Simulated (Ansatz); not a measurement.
Cost and result for the atomization energy of `FB1[SiH2]BCS1` (11 atoms, 11 bonds).

```xyz
11

F     0.968   -2.588   -1.289
B     0.499   -1.498   -0.694
Si    1.108    0.424   -0.884
B    -0.253    1.140    0.415
C    -1.166    0.019    1.012
S    -0.871   -1.695    0.455
H     2.515    0.661   -0.448
H     0.950    0.976   -2.261
H    -0.450    2.263    0.778
H    -1.084    0.036    2.106
H    -2.217    0.262    0.811
```

Charge 0, multiplicity 1. Geometry: relaxed with PBE0-D4/def2-TZVP. Program: Ansatz. All runs use 4 threads of a server CPU on a shared host. Times are those of one run each, without the atoms' runs, and a repeat can differ threefold. Electronic energies, without spin–orbit coupling; frozen cores. CCSD(T)/CBS adds CCSD(T) − MP2 in def2-TZVPP to the MP2 limit, and its time is that of the two runs behind it. T1 = 0.015. HSE06 is the plane-wave form, built on full-range PBE exchange.

CCSD(T)/CBS is a level of theory with its own doubt, some kJ/mol a heavy atom from the limit and from the frozen cores, so smaller differences don't rank the functionals.

```
                          level  functions  wall time
         LDA (SPW92)/def2-TZVPP        278      1.7 s
             BLYP-D4/def2-TZVPP        278      2.6 s
           revPBE-D4/def2-TZVPP        278      2.8 s
PBE-D4/def2-TZVPP (with forces)        278      3.2 s
             PBE0-D4/def2-TZVPP        278      3.9 s
            HSE06-D4/def2-TZVPP        278      4.3 s
            PBE-QIDH/def2-TZVPP        278        7 s
               CCSD(T)/def2-SVP        117        7 s
             ωB97X-V/def2-TZVPP        278      9.5 s
              B97M-V/def2-TZVPP        278       11 s
                 MP2/def2-QZVPP        518       26 s
             CCSD(T)/def2-TZVPP        278    3.3 min
              CCSD(T)/CBS(def2)          –    3.8 min
```

(1) What atomization energy does each give, and how far from CCSD(T)/CBS? (Estimate.)

Results:

(1) Computed: 
| level | atomization (kJ/mol) | difference from CCSD(T)/CBS | per bond |
| --- | --- | --- | --- |
| LDA (SPW92)/def2-TZVPP | 4707.0 | 624.7 | 56.8 |
| BLYP-D4/def2-TZVPP | 4085.6 | 3.3 | 0.3 |
| revPBE-D4/def2-TZVPP | 4101.8 | 19.5 | 1.8 |
| PBE-D4/def2-TZVPP (with forces) | 4201.9 | 119.6 | 10.9 |
| PBE0-D4/def2-TZVPP | 4141.6 | 59.3 | 5.4 |
| HSE06-D4/def2-TZVPP | 4144.3 | 62.0 | 5.6 |
| PBE-QIDH/def2-TZVPP | 4106.3 | 24.0 | 2.2 |
| CCSD(T)/def2-SVP | 3878.8 | -203.5 | -18.5 |
| ωB97X-V/def2-TZVPP | 4130.6 | 48.3 | 4.4 |
| B97M-V/def2-TZVPP | 4151.1 | 68.8 | 6.3 |
| MP2/def2-QZVPP | 4128.5 | 46.2 | 4.2 |
| CCSD(T)/def2-TZVPP | 3979.5 | -102.8 | -9.3 |
| CCSD(T)/CBS(def2) | 4082.3 | 0.0 | 0.0 |

From BLYP to BHLYP (50 % exact exchange), in def2-TZVPP and without D4, the atomization energy moves by −53.5 kJ/mol: exact exchange takes away binding that semilocal exchange gives to molecules. The D4 term adds +48.9 kJ/mol with B3LYP and +25.4 kJ/mol with PBE0; it sums over pairs of atoms, weighted by their polarisabilities, and B3LYP, whose exchange is more repulsive, gets the larger term. In def2-TZVPP, CCSD(T) changes the Hartree–Fock value by +883.2 kJ/mol (the triples alone add +66.0 kJ/mol) and MP2 by +971.8 kJ/mol; breaking electron pairs costs correlation energy, which Hartree–Fock lacks.

B3LYP here is the variant with VWN-RPA as its local correlation; programs differ in this.
